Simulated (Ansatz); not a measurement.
The Ge1–H2 bond of GeH2 (SMILES [GeH2]) is stretched (multiplicity 1, the rest rigid).
Geometry at rest (charge 0, multiplicity 1):
```json
[
 {"atom": "Ge", "x (Å)": "0.0066", "y (Å)": "-0.0005", "z (Å)": "0.0658"},
 {"atom": "H", "x (Å)": "-0.1232", "y (Å)": "-1.1290", "z (Å)": "-1.0600"},
 {"atom": "H", "x (Å)": "-0.0886", "y (Å)": "1.1454", "z (Å)": "-1.0458"}
]
```

Frozen-core correlation. Filled d and f shells under p-block atoms count as core.

The values were computed with Ansatz (a quantum-chemistry and plane-wave program). Values without a source in brackets are computed.

Energies above the point at 1.599 Å (the B3LYP-D3(BJ) bond length), FCI/cc-pVDZ (kcal/mol): 5.24 at 1.439 Å; 3.13 at 1.759 Å; 69.09 at 5.118 Å.

Question: Take the last value as the depth D of a Morse curve D(1 − e^(−a(R − R₀)))², fit a and R₀ to the two near points, and test it at 2.159 and 2.799 Å.

Answer: 
With D = 69.1, both near points (counted from the curve's value at 1.599 Å) are met by a = 1.51 Å⁻¹ and R₀ = 1.601 Å, so k = 2Da² = 313 kcal/(mol Å²). The curve then gives 22.3 and 48.2 kcal/mol; the level itself gives 23.4 and 52.3, so Morse is off by -1.0 and -4.1.
